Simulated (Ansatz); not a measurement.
## Molecular dynamics of C$_{2}$H$_{8}$BFO$_{2}$

The input (input.yaml):

```yaml
crystal:
  periodic: [false, false, false]
  atoms:
    - { symbol: B, position_ang: [-0.270992, 0.516548, -0.05834] }
    - { symbol: F, position_ang: [0.663134, 1.585962, 0.932921] }
    - { symbol: O, position_ang: [-0.175595, -0.76832, 0.426852] }
    - { symbol: C, position_ang: [-0.286978, -1.004675, 1.831974] }
    - { symbol: O, position_ang: [-0.142686, 0.833515, -1.386247] }
    - { symbol: C, position_ang: [0.617095, -0.040193, -2.236047] }
    - { symbol: H, position_ang: [-0.530598, 1.6637, 0.856479] }
    - { symbol: H, position_ang: [-1.349435, 1.221158, 0.438282] }
    - { symbol: H, position_ang: [-0.331357, -2.095105, 1.982591] }
    - { symbol: H, position_ang: [0.581315, -0.59217, 2.374226] }
    - { symbol: H, position_ang: [-1.211198, -0.551058, 2.242816] }
    - { symbol: H, position_ang: [1.693872, 0.202481, -2.170161] }
    - { symbol: H, position_ang: [0.274703, 0.127738, -3.269993] }
    - { symbol: H, position_ang: [0.46872, -1.099483, -1.965354] }
basis:
  gaussian: { orbitals: "6-31G*" }
hamiltonian:
  xc: revpbe
  dispersion: d4
md:
  timestep: 0.5
  n_steps: 200
  ensemble: nve
  temperature: 300.0
  initial_velocities: maxwell_boltzmann
  seed: 2372
```

Launched with:

```bash
$ ansatz run input.yaml --threads 2 --pin off --max-ram 3072MiB --backend cpu --events-out ev --progress --plain --runs-dir out
```

It starts at the highest image of a converged band. Of that band: Neighbouring images differ by up to 2.3 eV, so the band resolves the path poorly. A vibrational analysis at the climbing image gives one clearly imaginary mode, 1012i cm⁻¹: a first-order saddle point. Another band between the same ends, with other settings, climbed to 1.48 eV only, so this may not be the lowest route.

Output, in part (step lines, the closing report, with atoms numbered from 0):

```
md step     0: t =     0.00 fs  T =   300.0 K  F+E_penalty+E_count = -9689.77470118 eV  E_kin = 0.465336 eV  conserved = -9689.30936519 eV  (29 SCF iters)
[... lines left out ...]
Total energy: -9690.03502680 eV, -356.1022190931 hartree
Atom 0 at    -0.903461     0.051362    -0.505566 Å, force    -0.793582    -0.364243    -0.012027 eV/Å
Atom 1 at     1.429741     2.510951     1.964275 Å, force    -0.472280    -0.756929     1.552150 eV/Å
Atom 2 at    -0.121495    -0.777076     0.256019 Å, force     0.118359    -0.167368     0.518402 eV/Å
Atom 3 at    -0.517728    -1.175306     1.583803 Å, force     0.994951    -0.153392    -0.677573 eV/Å
Atom 4 at    -0.658410     0.120326    -1.857103 Å, force     0.104180     0.572234     0.172762 eV/Å
Atom 5 at     0.694610    -0.014487    -2.282360 Å, force    -0.655645     1.679581    -2.304184 eV/Å
Atom 6 at     1.654181     2.871143     1.157445 Å, force     0.428975     0.694712    -1.580032 eV/Å
Atom 7 at    -1.892525     0.652677    -0.087001 Å, force     0.334946    -0.309486    -0.019026 eV/Å
Atom 8 at    -0.769835    -2.234284     1.603770 Å, force     0.013425    -0.557887    -0.233255 eV/Å
Atom 9 at     0.292873    -1.003996     2.294718 Å, force     0.404839     0.147367     0.092761 eV/Å
Atom 10 at    -1.370991    -0.641074     1.902148 Å, force    -1.402598     0.996239     0.531542 eV/Å
Atom 11 at     1.164654     0.997634    -2.293038 Å, force    -0.031721    -0.228668     0.056680 eV/Å
Atom 12 at     0.733330    -0.374097    -3.337963 Å, force    -0.261856     0.032432     0.331724 eV/Å
Atom 13 at     1.271168    -0.650217    -1.699730 Å, force     1.218007    -1.584593     1.570074 eV/Å
Dipole moment:     0.289470     0.024313    -0.021305 e Å
```

The steps, from the saved trajectory:

```tsv
time (fs)	T (K)	potential energy less start (eV)	conserved less start (meV/atom)
0.0	300	0.000	0.00
3.0	129	0.270	0.30
6.0	209	0.142	0.08
9.0	201	0.157	0.28
12.0	343	-0.065	0.10
15.0	386	-0.132	0.14
18.0	449	-0.229	0.17
21.0	604	-0.471	0.00
24.0	601	-0.465	0.17
27.0	624	-0.500	0.17
30.0	602	-0.467	0.15
33.0	692	-0.609	-0.09
36.0	493	-0.295	0.32
39.0	602	-0.469	0.00
42.0	560	-0.402	0.15
45.0	592	-0.451	0.16
48.0	540	-0.370	0.14
51.0	557	-0.398	0.03
54.0	544	-0.376	0.17
57.0	551	-0.386	0.23
60.0	611	-0.482	0.05
63.0	547	-0.379	0.22
66.0	612	-0.482	0.12
69.0	596	-0.457	0.12
72.0	590	-0.448	0.13
75.0	537	-0.364	0.30
78.0	580	-0.433	0.12
81.0	547	-0.381	0.11
84.0	502	-0.309	0.24
87.0	528	-0.352	0.13
90.0	513	-0.330	0.10
93.0	436	-0.207	0.23
96.0	423	-0.188	0.21
99.0	501	-0.312	0.01
```

The run went to its last step. The conserved energy stayed within 0.33 meV per atom of its start (net change 0.12 meV per atom), so the integration is sound. The kinetic energy rose, since the run started high on the potential surface and went downhill. It ends in pieces (C2H7BO2 + FH), so much of that is their flight and rotation, not heat. A run of 0.1 ps of so small a system gives no equilibrium averages. The orbitals stay closed-shell, which can raise the energy where a bond breaks towards radicals; this wasn't checked here.

Between its relaxed ends the band would form B1–H8, F2–H7 and break B1–F2, H7–H8. These pairs go: B1–H8 1.38 → 1.23 Å, F2–H7 1.20 → 0.91 Å, B1–F2 1.73 → 4.19 Å, H7–H8 1.02 → 4.36 Å. In the last frame they stand as after the step (other bonds may differ from the relaxed reactants and products). It ends as C2H7BO2 + FH. Pairs count as bonded within 1.25 times the sum of covalent radii (0.12 Å more for H–H).

Last frame:

```xyz
14
Properties=species:S:1:pos:R:3
B -0.903 0.051 -0.506
F 1.430 2.511 1.964
O -0.121 -0.777 0.256
C -0.518 -1.175 1.584
O -0.658 0.120 -1.857
C 0.695 -0.015 -2.282
H 1.654 2.871 1.157
H -1.893 0.653 -0.087
H -0.770 -2.234 1.604
H 0.293 -1.004 2.295
H -1.371 -0.641 1.902
H 1.165 0.998 -2.293
H 0.733 -0.374 -3.338
H 1.271 -0.650 -1.700
```

The run took 2.7 min on 2 threads of AMD EPYC 9R45 96-Core Processor (Zen 5), on a shared host, peak memory 0.17 GiB.
